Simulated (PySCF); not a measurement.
An unknown shows these calculated signals:

1H NMR (300 MHz, computed): δ 6.65 (m, 1H), 4.72 (m, 1H), 4.64 (m, 1H), 4.55 (m, 1H), 4.19 (m, 1H), 2.07 (m, 1H), 1.75 (m, 1H), 1.67 (m, 1H), 1.36 (m, 1H).

13C{1H} NMR (computed): δ 152.0 (CH), 105.5 (CH), 100.2 (CH2), 86.4 (C), 28.4 (CH), 28.2 (CH2).

Computed data (PySCF): GFN2-xTB geometry, GIAO PBE0/pcSseg-1 shieldings. In vacuum, single conformer, non-relativistic Hamiltonian.

Referencing at the same level of theory: 1H (σref 31.72), 13C (σref 186.93) against TMS.

Which of these does the molecule contain: an S-methyl group, a tert-butyl group, a C≡C triple bond, a CH3CH2 unit, a non-aromatic C=C double bond, a vinyl group CH=CH2?

Answers


- An S-methyl group: no.
- A tert-butyl group: no.
- A C≡C triple bond: yes (δC 105.5, 86.4; δH 2.07 (m)).
- A CH3CH2 unit: no.
- A non-aromatic C=C double bond: yes.
- A vinyl group CH=CH2: yes (δC 100.2, 152.0; δH 4.55 (m), 4.72 (m), 6.65 (m)).

The data belong to `InChI=1S/C6H9NSi/c1-3-7-5-6(7)8-4-2/h2-3,6H,1,5,8H2/t6-,7?/m0/s1`; they needn't prove each group on their own.

Carbon signals by region: 3 in the sp2 and nitrile region (100–160 ppm), 1 at 50–100 ppm, 2 below 50 ppm.

Shifts are as computed. Against solution values, carbons near 30 ppm lie about +3 ppm off and those near 130 ppm about +5 ppm. Of 1309 compounds with measured shifts, 239 miss one by over three times the rms of a fit or turn the order of signals round; such compounds aren't used in these exercises. No couplings were computed; multiplicities are counted from neighbouring protons, with m where these are inequivalent, close in shift, in a saturated or five-membered ring or joined by F or P, and br s for small geminal =CH2 splittings.
